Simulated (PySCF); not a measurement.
The isolated species diglyme, `COCCOCCOC` is ionised with Al Kα (hν = 1486.6 eV). Calculated photoelectron kinetic energies of its computed core levels, recoil neglected:

| line | kinetic energy (eV) |
| --- | --- |
| 1 | 1194.61 |
| 2 | 1194.60 |
| 3 | 1194.34 |
| 4 | 948.21 |
| 5 | 948.08 |

Method: delta-SCF UKS SCAN, pcX-2 on the ionised atom, pcseg-1 elsewhere, spin-free X2C (PySCF 2.14.0).

Convert to binding energies and name the level and atom behind each line. Numbering: `[CH3:1][O:2][CH2:3][CH2:4][O:5][CH2:6][CH2:7][O:8][CH3:9]`.

Against the vacuum level, binding energy = hν − kinetic energy.

```csv
line,binding energy (eV),level,atoms,environment
1,291.99,C 1s,C4/C6,sp3 carbon bound to oxygen
2,292.00,C 1s,C3/C7,sp3 carbon bound to oxygen
3,292.26,C 1s,C1/C9,methoxy carbon
4,538.39,O 1s,O5,ether oxygen
5,538.52,O 1s,O2/O8,ether oxygen
```

Where does line 2 move with hν = 1253.6 eV?

To 1253.6 − 292.00 = 961.60 eV; every photoline shifts by the change in photon energy, -233.0 eV.

The listed C 1s values span 0.27 eV, from C4/C6 (bonded to O, C and 2 H) to C1/C9 (bonded to O and 3 H). The values 291.99 and 292.00 eV lie too close for their order to be trusted.

What is the longest wavelength that can ionise C 1s of C3/C7 vertically?

λ = hc/E = 12398.42 eV Å / 292.00 eV = 42.460 Å.

Other core shells, valence and Auger electrons aren't listed. Topologically equivalent atoms share the value of their first member; where this conformer doesn't relate them by symmetry, their own values could differ. Geometry: PBE0-D3(BJ)/def2-SVP, one conformer, isolated molecule.
